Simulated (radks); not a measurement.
Values are calculated unless marked as measured or tabulated.
Q: All-electron atom: the rhenium ion Re+ in [Xe] 4f14 5d5 6s1. Level of theory: Dirac Kohn-Sham, LDA (Slater exchange, Perdew-Wang correlation), spin-unpolarised, spherical densities, point nucleus; open shells are shared between the two j in proportion to 2j + 1 (a radial shooting solver on a logarithmic mesh with Libxc functionals). Some entries of the table are withheld. Estimate them.

orbital  occ.  eigenvalue (eV)  <r^2> (bohr^2)
1s1/2       2        -71511.49       0.0004483
2s1/2       2        -12397.70        0.006824
2p1/2       2        -11865.90        0.004862
2p3/2       4        -10427.61        0.006060
3s1/2       2        -2875.625         0.04454
3p1/2       2        -2637.947         0.04080
3p3/2       4        -2325.681         0.04736
3d3/2       4        -1925.503         0.03662
3d5/2       6        -1857.672         0.03841
4s1/2       2        -605.5969          0.2195
4p1/2       2        -506.5014          0.2258
4p3/2       4        -433.4072          0.2609
4d3/2       4        -270.5039          0.2825
4d5/2       6        -256.9992          0.2956
5s1/2       2         -93.1440           1.206
5p1/2       2         -63.0776           1.463
5p3/2       4         -51.9833           1.743
4f5/2       6         -51.7095             (1)
4f7/2       8         -49.1937             (2)
5d3/2       2         -13.7745           3.907
6s1/2       1         -12.9919           9.144
5d5/2       3         -12.8390           4.221
6p1/2       0          -7.8296           14.15
6p3/2       0          -6.9170           16.68
7s1/2       0          -3.2619           55.79
6d3/2       0          -2.2334             (3)
6d5/2       0          -2.1744             (4)
5f5/2       0          -0.9333           250.2
5f7/2       0          -0.9332           250.3

A: 
(1) 4f5/2 <r^2> (bohr^2): 0.4128
(2) 4f7/2 <r^2> (bohr^2): 0.4261
(3) 6d3/2 <r^2> (bohr^2): 58.30
(4) 6d5/2 <r^2> (bohr^2): 61.37
